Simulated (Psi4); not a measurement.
Cl₄Hf, triplet, at a GFN2-xTB geometry (such geometries of metal compounds can be far from the true shape) (the multiplicity is a formal guess) (core potentials on Hf); B3LYP/def2-TZVP in Psi4 1.11.

Input for Psi4:
```
memory 2 GB

molecule mol {
0 3
Hf    0.000000   -0.000000   -0.000000
Cl    2.048660    0.843871   -0.624909
Cl    0.974345   -0.753718    1.944788
Cl   -0.974345    0.753718   -1.944788
Cl   -2.048660   -0.843871    0.624909
}

set {
  basis def2-tzvp
  reference uks
  guess gwh
}

energy('b3lyp')
print_variables()
```

What the program printed (banner, timings and long lists left out):

```
   => Loading Basis Set <=

    Name: DEF2-TZVP
    Role: ORBITAL
    Keyword: BASIS

    !!!  WARNING: ECP capability is in beta. Please check occupations closely.  !!!

         ---------------------------------------------------------
                                   SCF
               by Justin Turney, Rob Parrish, Andy Simmonett
                          and Daniel G. A. Smith
                              UKS Reference
         ---------------------------------------------------------

  ==> Geometry <==

    Molecular point group: c2h
    Full point group: C2h

    Geometry (in Angstrom), charge = 0, multiplicity = 3:

       Center              X                  Y                   Z               Mass
    ------------   -----------------  -----------------  -----------------  -----------------
         HF           0.000000000000     0.000000000000     0.000000000000   179.946557000000
         CL           0.942000294233    -2.100541064628     0.000000000000    34.968852682000
         CL          -2.074029657725    -0.999019692684     0.000000000000    34.968852682000
         CL           2.074029657725     0.999019692684     0.000000000000    34.968852682000
         CL          -0.942000294233     2.100541064628     0.000000000000    34.968852682000

  Running in c2h symmetry.

  Rotational constants: A =      0.04676  B =      0.04427  C =      0.02274 [cm^-1]
  Rotational constants: A =   1401.80035  B =   1327.26333  C =    681.75698 [MHz]
  Nuclear repulsion =  441.953872392056780

  Charge       = 0
  Multiplicity = 3
  Electrons    = 80
  Nalpha       = 41
  Nbeta        = 39

  ==> Algorithm <==

  SCF Algorithm Type is DF.
  DIIS enabled.
  MOM disabled.
  Fractional occupation disabled.
  Guess Type is GWH.
  Energy threshold   = 1.00e-06
  Density threshold  = 1.00e-06
  Integral threshold = 1.00e-12

  ==> Primary Basis <==

  Basis Set: DEF2-TZVP
    Blend: DEF2-TZVP
    Number of shells: 66
    Number of basis functions: 188
    Number of Cartesian functions: 214
    Spherical Harmonics?: true
    Max angular momentum: 3

  Core potential: DEF2-TZVP
    Number of shells: 4
    Number of ECP primitives: 10
    Number of ECP core electrons: 60
    Max angular momentum: 3

  ==> DFT Potential <==

   => LibXC <=

    Version 7.1.2
    S. Lehtola, C. Steigemann, M. J. T. Oliveira, and M. A. L. Marques,  SoftwareX 7, 1–5 (2018) (10.1016/j.softx.2017.11.002)

   => Composite Functional: B3LYP <=

    B3LYP Hyb-GGA Exchange-Correlation Functional

    P. J. Stephens, F. J. Devlin, C. F. Chabalowski, and M. J. Frisch,  J. Phys. Chem. 98, 11623 (1994) (10.1021/j100096a001)

    Deriv               =              1
    GGA                 =           TRUE
    Meta                =          FALSE

    Exchange Hybrid     =           TRUE
    MP2 Hybrid          =          FALSE

   => Exchange Functionals <=

    0.0800   Slater exchange
    0.7200         Becke 88

   => Exact (HF) Exchange <=

    0.2000               HF

   => Correlation Functionals <=

    0.1900   Vosko, Wilk & Nusair (VWN5_RPA)
    0.8100   Lee, Yang & Parr

   => LibXC Density Thresholds  <==

    XC_HYB_GGA_XC_B3LYP:  1.00E-15

   => Molecular Quadrature <=

    Radial Scheme          =       TREUTLER
    Pruning Scheme         =           NONE
    Nuclear Scheme         =       TREUTLER

    Blocking Scheme        =         OCTREE
    BS radius alpha        =              1
    Pruning alpha          =              1
    Radial Points          =             75
    Spherical Points       =            302
    Total Points           =         107975
    Total Blocks           =            931
    Max Points             =            256
    Max Functions          =            164
    Weights Tolerance      =       1.00E-15

   => Loading Basis Set <=

    Name: (DEF2-TZVP AUX)
    Role: JKFIT
    Keyword: DF_BASIS_SCF

  ==> Integral Setup <==

  SCF_SUBTYPE=INCORE selected. In-core MEM_DF algorithm will be used.
  Using in-core AOs.

  ==> MemDFJK: Density-Fitted J/K Matrices <==

    J tasked:                   Yes
    K tasked:                   Yes
    wK tasked:                   No
    Algorithm:                 Core
    Schwarz Cutoff:           1E-12
    Mask sparsity (%):       9.1784
    Fitting Condition:        1E-10

   => Auxiliary Basis Set <=

  Basis Set: (DEF2-TZVP AUX)
    Blend: DEF2-UNIVERSAL-JKFIT
    Number of shells: 197
    Number of basis functions: 739
    Number of Cartesian functions: 961
    Spherical Harmonics?: true
    Max angular momentum: 6

  Minimum eigenvalue in the overlap matrix is 4.7984421502E-03.
  Reciprocal condition number of the overlap matrix is 1.0970998377E-03.
    Using symmetric orthogonalization.

  ==> Pre-Iterations <==

  SCF Guess: Generalized Wolfsberg-Helmholtz applied to core Hamiltonian.

   -------------------------------------------------------
    Irrep   Nso     Nmo     Nalpha   Nbeta   Ndocc  Nsocc
   -------------------------------------------------------
     Ag        65      65      16      16      16       0
     Bg        30      30       4       4       4       0
     Au        31      31       5       3       3       2
     Bu        62      62      16      16      16       0
   -------------------------------------------------------
    Total     188     188      41      39      39       2
   -------------------------------------------------------

  ==> Iterations <==

                           Total Energy        Delta E     RMS |[F,P]|

    Occupation by irrep:
             Ag    Bg    Au    Bu
    DOCC [    15,    4,    5,   15 ]
    SOCC [     1,    0,    0,    1 ]
    NA   [    16,    4,    5,   16 ]
    NB   [    15,    4,    5,   15 ]

   @DF-UKS iter   1: -1760.92837310734967   -1.76093e+03   1.54979e+00 ADIIS
   @DF-UKS iter   2: -1886.15492336348802   -1.25227e+02   3.28332e-02 DIIS/ADIIS
   @DF-UKS iter   3: -1886.39611043894888   -2.41187e-01   2.58955e-02 DIIS/ADIIS
   @DF-UKS iter   4: -1888.40800381717463   -2.01189e+00   1.10258e-02 DIIS/ADIIS
   @DF-UKS iter   5: -1888.96088521697766   -5.52881e-01   4.44300e-03 DIIS/ADIIS
   @DF-UKS iter   6: -1889.05220917434508   -9.13240e-02   1.75897e-03 DIIS/ADIIS
   @DF-UKS iter   7: -1889.06845591421188   -1.62467e-02   8.05900e-04 DIIS/ADIIS
   @DF-UKS iter   8: -1889.07253400767672   -4.07809e-03   9.52815e-05 DIIS
   @DF-UKS iter   9: -1889.07266902036463   -1.35013e-04   3.86044e-05 DIIS
   @DF-UKS iter  10: -1889.07273517817293   -6.61578e-05   1.92083e-05 DIIS
   @DF-UKS iter  11: -1889.07276460989033   -2.94317e-05   1.19527e-05 DIIS
   @DF-UKS iter  12: -1889.07277516468162   -1.05548e-05   9.19709e-06 DIIS
   @DF-UKS iter  13: -1889.07278554119193   -1.03765e-05   7.71097e-06 DIIS
   @DF-UKS iter  14: -1889.07280173547656   -1.61943e-05   5.72018e-06 DIIS
   @DF-UKS iter  15: -1889.07282116903093   -1.94336e-05   3.60307e-06 DIIS
   @DF-UKS iter  16: -1889.07282378113973   -2.61211e-06   2.61418e-06 DIIS
   @DF-UKS iter  17: -1889.07282435797447   -5.76835e-07   1.51398e-06 DIIS
   @DF-UKS iter  18: -1889.07282493372350   -5.75749e-07   7.24083e-07 DIIS
  Energy and wave function converged.

  ==> Post-Iterations <==

   Electrons on quadrature grid:
      Nalpha   =   41.0000357497 ; deviation = 3.575e-05
      Nbeta    =   39.0000339190 ; deviation = 3.392e-05
      Ntotal   =   80.0000696687 ; deviation = 6.967e-05

   @Spin Contamination Metric:   4.201108103E-03
   @S^2 Expected:                2.000000000E+00
   @S^2 Observed:                2.004201108E+00
   @S   Expected:                1.000000000E+00
   @S   Observed:                1.000000000E+00

    Orbital Energies [Eh]
    ---------------------

    Alpha Occupied:

[...]
    Alpha Virtual:

[...]
    Beta Occupied:

[...]
    Beta Virtual:

[...]
    Final Occupation by Irrep:
             Ag    Bg    Au    Bu
    DOCC [    15,    4,    5,   15 ]
    SOCC [     1,    0,    0,    1 ]
    NA   [    16,    4,    5,   16 ]
    NB   [    15,    4,    5,   15 ]

  @DF-UKS Final Energy: -1889.07282493372350

   => Energetics <=

    Nuclear Repulsion Energy =            441.9538723920567804
    One-Electron Energy =               -3503.3044156382220535
    Two-Electron Energy =                1268.3107701696962977
    DFT Exchange-Correlation Energy =     -96.0330518572544776
    Empirical Dispersion Energy =           0.0000000000000000
    VV10 Nonlocal Energy =                  0.0000000000000000
    Total Energy =                      -1889.0728249337234956

  UHF NO Occupations:
  HONO-2 :   15 Ag 1.9993224
  HONO-1 :   16 Bu 1.0000000
  HONO-0 :   16 Ag 1.0000000
  LUNO+0 :   17 Ag 0.0006776
  LUNO+1 :   18 Ag 0.0003519
  LUNO+2 :   17 Bu 0.0002626
  LUNO+3 :    6 Au 0.0002304

Computation Completed

Properties will be evaluated at   0.000000,   0.000000,   0.000000 [a0]

Properties computed using the SCF density matrix

 Multipole Moments:

 ------------------------------------------------------------------------------------
     Multipole            Electronic (a.u.)      Nuclear  (a.u.)        Total (a.u.)
 ------------------------------------------------------------------------------------

 L = 1.  Multiply by 2.5417464519 to convert [e a0] to [Debye]
 Dipole X            :          0.0000000            0.0000000            0.0000000
 Dipole Y            :          0.0000000            0.0000000            0.0000000
 Dipole Z            :          0.0000000            0.0000000            0.0000000
 Magnitude           :                                                    0.0000000

 ------------------------------------------------------------------------------------

  Variable Map:
  ----------------------------------------------------------------------------
[...]
  Array Variable Map:
  ----------------------------------------------------------------------------
[...]
[...]
```
